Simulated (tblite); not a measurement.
Start geometry of `CC1=C(S)C=[N+](C)C=C1` from a force field or distance geometry (Å):
```
atom  x, y, z in Å
C1    -2.5983   -0.9671   -0.2466
C2    -1.1903   -0.5792   -0.1256
C3    -0.1660   -1.5215   -0.1938
C4     1.1591   -1.1146   -0.0782
N5     1.4432    0.1755    0.1401
C6     2.8342    0.5419    0.2563
C7     0.4529    1.0857    0.2069
C8    -0.8769    0.7676    0.0984
S9    -2.1878    1.9540    0.1982
H10   -2.9617   -0.6727   -1.2360
H11   -3.1620   -0.3976    0.5384
H12   -2.7108   -2.0474   -0.0182
H13   -0.4659   -2.5411   -0.3498
H14    1.9165   -1.8974   -0.1442
H15    2.9725    1.1669    1.1906
H16    3.2298    1.1342   -0.5605
H17    3.5093   -0.3391    0.3890
H18    0.7177    2.1032    0.3727
H19   -1.9252    3.1581   -0.4450
```

Question: What comes out of this run: tblite, GFN2-xTB geometry optimisation, gas phase?

Answer: 
```
atom  x, y, z in Å
C1    -2.649   -1.000   -0.269
C2    -1.232   -0.607   -0.126
C3    -0.197   -1.531   -0.098
C4     1.117   -1.121    0.026
N5     1.423    0.174    0.125
C6     2.798    0.607    0.241
C7     0.456    1.103    0.108
C8    -0.881    0.762   -0.015
S9    -2.156    1.952   -0.042
H10   -3.066   -0.563   -1.178
H11   -3.235   -0.602    0.561
H12   -2.766   -2.078   -0.306
H13   -0.413   -2.584   -0.176
H14    1.928   -1.833    0.046
H15    2.927    1.224    1.130
H16    3.080    1.196   -0.633
H17    3.461   -0.252    0.312
H18    0.771    2.133    0.193
H19   -1.376    3.026    0.095
```

The energy falls by 61.1 kJ/mol over 79 L-BFGS steps, the largest force on an atom goes from 1.94 to 0.007 eV/Å, and the atoms move by 0.236 Å rms after alignment. The bond that changes most is S9–H19 (thiol sulfur to S–H hydrogen), which shortens by 0.056 Å. Bonds longer at the end by more than 0.005 Å: 5 of 19; shorter: 10. Among the angles that change most is C8–S9–H19, from 114.5° to 96.9°. Among the dihedrals that turn most is C2–C8–S9–H19, from -139° to 180°. Rotational constants go from 2361, 1068, 743.9 to 2323, 1094, 750.8 MHz. The orientation of the end geometry is arbitrary; only internal coordinates are fixed.

Its GFN2-xTB frequencies are all real (lowest 42 cm⁻¹). 2 starts were optimised and ended at 0.00 and 0.79 kcal/mol (GFN2-xTB); the lowest of these is shown.

One conformer stands for the species.

All values are computed, not measured.
